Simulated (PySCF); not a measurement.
# Assignment exercise: C6H11NSi

Atoms are numbered as in `[CH2:1]=[CH:2][Si@@H:3]([N:4]=[CH2:5])[CH:6]1[CH2:7][CH2:8]1`. Hydrogens are named by the atom that carries them. Ha(C1), Ha(C5) are cis to Si3; Ha(C7), Ha(C8) are cis to Si3 on the ring; Hb(C1), Hb(C5) are trans to Si3; Hb(C7), Hb(C8) are trans to Si3 on the ring.

[PySCF 2.14.0 with density-fitted response routines: shielding tensors at PBE0/pcSseg-1 (GIAO); geometry from GFN2-xTB; one conformer; no solvent; relativity neglected]

Referencing at the same level of theory: ¹³C and ¹H vs TMS.

(1) Assign these signals to the numbered atoms. ¹³C{¹H} NMR (computed): δ 175.4, 141.8, 141.7, 2.5, 1.9, -2.4.

(2) Assign these signals to the numbered atoms. ¹H NMR (300 MHz, computed): δ 8.84 (m, 1H), 8.79 (m, 1H), 6.49 (m, 1H), 6.46 (m, 1H), 5.96 (m, 1H), 5.24 (m, 1H), 0.68 (m, 1H), 0.56 (m, 1H), 0.55 (m, 1H), -0.13 (m, 1H), -0.19 (m, 1H).

Results:

(1) 
| δ (ppm) | atoms | environment | reason |
| --- | --- | --- | --- |
| 175.4 | C5 | C=N carbon | – |
| 141.8 | C2 | alkene CH | as expected for a trigonal carbon in a double bond |
| 141.7 | C1 | terminal =CH2 carbon | as expected for a trigonal carbon in a double bond |
| 2.5 | C8 | three-membered-ring carbon | carbons of three-membered rings are unusually shielded |
| 1.9 | C7 | three-membered-ring carbon | – |
| -2.4 | C6 | three-membered-ring carbon | – |

C2 and C1; C8 and C7 lie closer than the usual error of such a calculation, so a measured spectrum could show them in the other order.

(2) 
```tsv
δ (ppm)	atoms	environment	reason
8.84	Ha(C5)	hydrogen on a C=N carbon	–
8.79	Hb(C5)	hydrogen on a C=N carbon	–
6.49	Hb(C1)	hydrogen on a terminal =CH2 carbon	attached to an sp2 carbon and in the plane of the double bond
6.46	H(C2)	hydrogen on an alkene CH	olefinic region
5.96	Ha(C1)	hydrogen on a terminal =CH2 carbon	attached to an sp2 carbon and in the plane of the double bond
5.24	H(Si3)	hydrogen on a silicon bonded to 2 C, N	–
0.68	Ha(C8)	hydrogen on a three-membered-ring carbon	cyclopropane-type protons are shielded by the ring
0.56	Hb(C7)	hydrogen on a three-membered-ring carbon	–
0.55	Hb(C8)	hydrogen on a three-membered-ring carbon	–
-0.13	Ha(C7)	hydrogen on a three-membered-ring carbon	–
-0.19	H(C6)	hydrogen on a three-membered-ring carbon	–
```

Ha(C5) and Hb(C5); Hb(C1) and H(C2); Hb(C7) and Hb(C8); Ha(C7) and H(C6) lie closer than the usual error of such a calculation, so a measured spectrum could show them in the other order.

Shifts are as computed. Against solution values, carbons near 30 ppm lie about +3 ppm off and those near 130 ppm about +5 ppm. Of 1211 compounds with measured shifts, 218 miss one by over three times the rms of a fit or turn the order of signals round; such compounds aren't used in these exercises. Multiplicities follow the n + 1 count of equivalent neighbours, as no J values were calculated; m marks all less simple cases, F and P coupling included.
